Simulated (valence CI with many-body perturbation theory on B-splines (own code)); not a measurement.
# Pr8+: electric-dipole lines

Level of theory: configuration interaction combined with many-body perturbation theory (CI+MBPT): five valence electrons over a frozen Dirac-Fock core [Kr] 4d10, radial functions for each j: 7 s, 7 p, 7 d, 7 f, 4 g, 2 h, with the one-electron correlation potential Σ1 (screened to all orders), the two-electron term Σ2, the three-electron term Σ3, Breit, model QED; selected single and double excitations, second order for the rest (own B-spline code, finite nucleus).

No measured spectrum was set against this ion. As an estimate, terms of the open shell hold to a few per cent of their energy, and close levels can change places; configurations with another count of f electrons can be misplaced by thousands of cm⁻¹. Among the levels kept, up to 1800 cm⁻¹ of a level comes from second order outside the variational space, and about a tenth of that is noise between levels of different J, which matters for small intervals. The lowest computed level is not the ground level that NIST lists (°, for many ions itself from theory).

Lines 1 to 50 of 517 in falling wavelength, among levels below 241090 cm⁻¹, chosen from the strongest by gf and those to the six lowest levels. Wavelengths and rates use the calculated energies, so an error of 2000 cm⁻¹ moves a line at 1212 Å by 2.4 % and its rate by three times that or more. Electric multipoles are in the length gauge, E1 and E2 with the static RPA response of the core. Weak lines are less certain than strong ones. Lines between different terms over intervals too small for the method are left out, as are lines whose strength nearly cancels. Where a level lies close to another of its J and parity, the split of strength between their lines is uncertain. The highest levels of a list are the least certain.

Names give the largest LS component (configuration and term), which can be under half, so a name can repeat, a term be missing and a line seem to break the LS rules; names also repeat where a configuration has a term twice. Letters in brackets count levels of one name in rising energy.

```csv
λ vac (Å),Upper,Lower,A (s⁻¹),S (a.u.) with core polarisation,S without
1212,4f 5s 5p3 2H_11/2,4f2 5s2 5p 2K°_13/2,8.95e+06,9.43e-02,1.12e-01
1014,4f 5s 5p3 4F_5/2,4f2 5s2 5p 4H°_7/2,1.67e+07,5.15e-02,6.35e-02
1002,4f 5s 5p3 4F_7/2 [b],4f2 5s2 5p 2H°_9/2 [b],1.03e+07,4.09e-02,4.95e-02
981.0,4f 5s 5p3 4H_13/2,4f2 5s2 5p 4I°_13/2,1.71e+07,1.12e-01,1.38e-01
979.3,4f 5s 5p3 2H_9/2,4f2 5s2 5p 4H°_11/2,1.53e+07,7.11e-02,8.61e-02
979.0,4f2 5s 5p2 6G_13/2,4f2 5s2 5p 4I°_15/2,1.27e+07,8.21e-02,1.03e-01
974.4,4f2 5s 5p2 6I_11/2,4f2 5s2 5p 4I°_13/2,1.63e+07,8.92e-02,1.11e-01
965.8,4f 5s 5p3 4P_5/2 [b],4f2 5s2 5p 4S°_3/2,1.58e+07,4.21e-02,5.03e-02
965.3,4f 5s 5p3 4G_7/2,4f2 5s2 5p 2F°_7/2 [a],1.26e+07,4.47e-02,5.46e-02
952.9,4f 5s 5p3 4G_5/2 [a],4f 5s2 5p2 2F°_7/2 [c],2.89e+07,7.40e-02,9.16e-02
942.5,4f2 5s 5p2 6I_9/2 [b],4f2 5s2 5p 2I°_11/2 [a],2.50e+07,1.03e-01,1.25e-01
938.4,4f 5s 5p3 4D_7/2,4f2 5s2 5p 2F°_7/2 [a],1.25e+07,4.09e-02,5.07e-02
931.5,4f 5s 5p3 2H_9/2,4f2 5s2 5p 2I°_11/2 [a],3.45e+07,1.38e-01,1.61e-01
930.7,4f 5s 5p3 2H_11/2,4f2 5s2 5p 4H°_11/2,9.68e+06,4.62e-02,5.61e-02
920.6,4f 5s 5p3 4D_7/2,4f2 5s2 5p 4D°_7/2 [a],2.84e+07,8.76e-02,1.06e-01
920.2,4f 5s 5p3 4G_7/2,4f2 5s2 5p 4G°_9/2 [a],1.25e+07,3.85e-02,4.69e-02
908.4,4f 5s 5p3 4F_9/2,4f 5s2 5p2 4F°_9/2,1.08e+07,3.99e-02,5.16e-02
889.6,4f2 5s 5p2 6H_5/2 [a],4f2 5s2 5p 4G°_5/2 [c],1.95e+07,4.07e-02,5.04e-02
889.1,4f 5s 5p3 4G_9/2,4f2 5s2 5p 4G°_9/2 [a],1.11e+07,3.86e-02,4.69e-02
886.3,4f 5s 5p3 2H_11/2,4f2 5s2 5p 2I°_13/2 [a],2.66e+07,1.10e-01,1.28e-01
882.3,4f 5s 5p3 4H_7/2,4f 5s2 5p2 2F°_7/2 [c],4.16e+07,1.13e-01,1.40e-01
878.6,4f 5s 5p3 4G_7/2,4f2 5s2 5p 4H°_9/2 [a],1.92e+07,5.15e-02,6.07e-02
877.5,5s 5p4 4P_3/2,5s2 5p3 2P°_3/2,2.95e+07,3.94e-02,5.23e-02
874.6,4f 5s 5p3 4G_9/2,4f2 5s2 5p 4G°_11/2 [a],3.75e+07,1.24e-01,1.45e-01
871.8,4f 5s 5p3 4H_9/2,4f2 5s2 5p 4G°_9/2 [a],1.26e+07,4.11e-02,5.03e-02
867.8,4f 5s 5p3 4F_3/2 [b],4f2 5s2 5p 4G°_5/2 [a],3.10e+07,4.00e-02,4.83e-02
857.8,4f 5s 5p3 4H_9/2,4f2 5s2 5p 4G°_11/2 [a],1.71e+07,5.31e-02,6.55e-02
855.1,4f 5s 5p3 4G_7/2,4f 5s2 5p2 2H°_9/2,2.94e+07,7.26e-02,9.05e-02
853.4,4f 5s 5p3 4P_5/2 [a],4f2 5s2 5p 4F°_5/2,2.52e+07,4.64e-02,5.76e-02
852.6,4f2 5s 5p2 6G_11/2,4f2 5s2 5p 4H°_9/2 [b],1.37e+07,5.04e-02,6.58e-02
848.0,4f2 5s 5p2 4G_11/2,4f2 5s2 5p 4G°_11/2 [b],1.36e+07,4.90e-02,6.47e-02
846.6,4f2 5s 5p2 6I_13/2,4f2 5s2 5p 4H°_11/2,1.92e+07,8.05e-02,1.05e-01
840.0,4f 5s 5p3 4H_7/2,4f2 5s2 5p 4H°_7/2,2.46e+07,5.77e-02,6.87e-02
837.2,4f 5s 5p3 4G_9/2,4f2 5s2 5p 4I°_11/2,3.27e+07,9.48e-02,1.14e-01
834.3,4f 5s 5p3 4H_9/2,4f2 5s2 5p 4H°_9/2 [a],3.50e+07,1.00e-01,1.23e-01
833.3,4f2 5s 5p2 6I_9/2 [a],4f2 5s2 5p 4G°_9/2 [a],1.28e+07,3.66e-02,4.54e-02
831.4,4f 5s 5p3 4H_7/2,4f 5s2 5p2 2H°_9/2,2.74e+07,6.21e-02,7.95e-02
829.8,4f 5s 5p3 4G_5/2 [a],4f 5s2 5p2 2F°_5/2 [c],3.69e+07,6.24e-02,8.21e-02
828.0,4f 5s 5p3 4P_5/2 [b],4f2 5s2 5p 4D°_7/2 [a],2.44e+07,4.10e-02,4.72e-02
826.7,4f 5s 5p3 4H_11/2,4f2 5s2 5p 4G°_11/2 [a],1.84e+07,6.16e-02,7.47e-02
823.3,4f 5s 5p3 4H_11/2,4f2 5s2 5p 4H°_13/2,2.48e+07,8.19e-02,9.54e-02
821.8,4f 5s 5p3 4H_9/2,4f2 5s2 5p 4I°_11/2,1.90e+07,5.19e-02,6.31e-02
820.8,4f 5s 5p3 6F_5/2,4f 5s2 5p2 4D°_3/2,2.45e+07,4.01e-02,5.30e-02
820.5,4f2 5s 5p2 6I_9/2 [a],4f2 5s2 5p 4G°_11/2 [a],1.47e+07,4.02e-02,4.82e-02
819.2,4f 5s 5p3 6F_7/2,4f 5s2 5p2 2F°_5/2 [a],2.05e+07,4.45e-02,5.85e-02
817.2,4f 5s 5p3 6F_1/2,4f 5s2 5p2 4D°_3/2,6.69e+07,3.60e-02,4.78e-02
817.2,4f 5s 5p3 6F_3/2,4f 5s2 5p2 2F°_5/2 [a],3.31e+07,3.56e-02,4.70e-02
809.6,4f 5s 5p3 4G_11/2,4f2 5s2 5p 4G°_11/2 [a],2.91e+07,9.14e-02,1.14e-01
806.3,4f 5s 5p3 4G_11/2,4f2 5s2 5p 4H°_13/2,2.00e+07,6.22e-02,7.62e-02
802.4,4f 5s 5p3 2P_3/2,4f 5s2 5p2 2P°_1/2,5.06e+07,5.16e-02,6.76e-02
```
